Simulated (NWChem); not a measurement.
MnF₂, sextet; SMILES [F][Mn][F]

Computed with NWChem. Pople sets run with spherical d functions. Spin-unrestricted. All runs use the structure optimised with PBE-D3(BJ)/def2-SVP, spin-unrestricted. No stability test was run on the SCF state.

Predict the results for BP86/6-31G*. Quantities: highest occupied level (eV); lowest empty minus highest occupied level, either spin (eV); <S²>.


| Item | Result |
|---|---|
| highest occupied level (eV) | -5.84 |
| lowest empty minus highest occupied level, either spin (eV) | 2.41 |
| <S²> | 8.76 |
